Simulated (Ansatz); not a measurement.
CH7BN2, SMILES `CNBN`, relaxed with RKS PBE0-D4/def2-TZVP in the Gaussian-basis code of Ansatz from a PBE-D4/def2-SVP geometry. The force threshold is 0.005 eV/Å; the program also tests the step.

The species carries charge 0 and has multiplicity 1.

Start:

```xyz
11

C    -1.520   -0.147   -0.847
N    -0.144    0.151   -0.522
B     0.504   -0.112    0.714
N     1.866    0.208    0.963
H    -2.113    0.763   -1.101
H    -1.620   -0.852   -1.705
H    -2.007   -0.623    0.026
H     0.377    0.592   -1.284
H    -0.143   -0.639    1.607
H     2.493    0.648    0.290
H     2.307    0.011    1.858
```

Question: By how much does the energy fall, and how many steps does the optimiser take? (Best estimate.)

Answer: The calculation gave: 4.27 kJ/mol, in 5 steps.

Question: Which bonds change most? (Estimate.)

Answer: Ansatz gave: B3–H9 from 1.222 to 1.201 Å; C1–H5 from 1.115 to 1.096 Å; C1–H6 from 1.115 to 1.096 Å; C1–H7 from 1.107 to 1.091 Å.

Question: Give the relaxed structure. (Best estimate.)

Answer: Ansatz gave: 
```xyz
11

C    -1.511   -0.148   -0.838
N    -0.139    0.152   -0.522
B     0.496   -0.112    0.706
N     1.848    0.206    0.956
H    -2.086    0.753   -1.085
H    -1.600   -0.844   -1.680
H    -1.982   -0.614    0.028
H     0.372    0.587   -1.273
H    -0.143   -0.631    1.580
H     2.464    0.641    0.291
H     2.282    0.010    1.837
```
